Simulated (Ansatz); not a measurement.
Gas-phase electronic energies from Ansatz, PBE0-D4/def2-TZVP geometries. CCSD(T)/CBS adds triple-zeta CCSD(T) − MP2 to the extrapolated MP2 energy (def2 sets, frozen cores). This one scheme is used for every species. For Ge outer-core shells are correlated without core-valence functions, which leaves a few kJ/mol of doubt a bond. Scalar relativity is left out up to krypton. Each species was taken in one conformer, which may not be the lowest.

Reaction (cleavage of the Si–Si bond): `C[SiH2][SiH2]Cl` + `[OH][GeH3]` → `C[SiH2][O][GeH3]` + `[SiH3]Cl`

`C[SiH2][SiH2]Cl`:

Z-matrix (Å, degrees):
```
C
Si 1 1.873
H 1 1.092 2 110.9
H 1 1.092 2 110.3 3 -119.8
H 1 1.092 2 110.7 3 120.2
Si 2 2.339 1 110.4 3 62.3
H 2 1.491 1 111.2 3 -57.9
H 2 1.489 1 110.9 3 -178.1
Cl 6 2.071 2 107.9 1 53.6
H 6 1.485 2 113.2 1 172.5
H 6 1.487 2 112.4 1 -64.1
```

`[OH][GeH3]`:

```xyz
6

O    -1.359    0.160    0.100
Ge    0.422    0.117    0.043
H    -1.759   -0.640   -0.247
H     0.852    1.463    0.631
H     0.898   -0.040   -1.414
H     0.946   -1.061    0.888
```

`C[SiH2][O][GeH3]`:

Z-matrix (Å, degrees):
```
C
Si 1 1.858
H 1 1.092 2 110.8
H 1 1.093 2 110.4 3 -119.9
H 1 1.092 2 110.8 3 120.2
O 2 1.638 1 108.9 3 -60.1
H 2 1.493 1 110.4 3 179.1
H 2 1.493 1 110.4 3 60.6
Ge 6 1.774 2 133.9 1 179.8
H 9 1.533 6 105.6 2 -179.8
H 9 1.538 6 108.6 2 -60.0
H 9 1.538 6 108.6 2 60.5
```

`[SiH3]Cl`:

Z-matrix (Å, degrees):
```
Si
Cl 1 2.054
H 1 1.481 2 108.5
H 1 1.481 2 108.5 3 -120.0
H 1 1.481 2 108.5 3 120.0
```

| species | MP2/def2-TZVPP energy (Eh) |
| --- | --- |
| `C[SiH2][SiH2]Cl` | -1080.03536 |
| `[OH][GeH3]` | -2153.11824 |
| `C[SiH2][O][GeH3]` | -2482.62970 |
| `[SiH3]Cl` | -750.56877 |

Problem. Work out ΔE.

Solution. ΔE = (-2482.62970) + (-750.56877) − (-1080.03536) − (-2153.11824) = -0.04487 Eh = -117.8 kJ/mol. CCSD(T)/CBS gives -110.2 kJ/mol.

Largest T1 diagnostic among the species: 0.011.

From r2SCAN to r2SCAN0 (25 % exact exchange), in def2-TZVPP and without D4, ΔE moves by −3.7 kJ/mol. In def2-TZVPP, CCSD(T) changes the Hartree–Fock value by +25.6 kJ/mol (the triples alone add +3.6 kJ/mol) and MP2 by +19.7 kJ/mol. Leaving LDA and LC-ωPBE aside and taking each functional with its dispersion term where it has one, the values, not all of them listed here, spread over 37.4 kJ/mol, from BHLYP-D4 to PBE-D4. LDA lies −3.3 kJ/mol from PBE without D4.
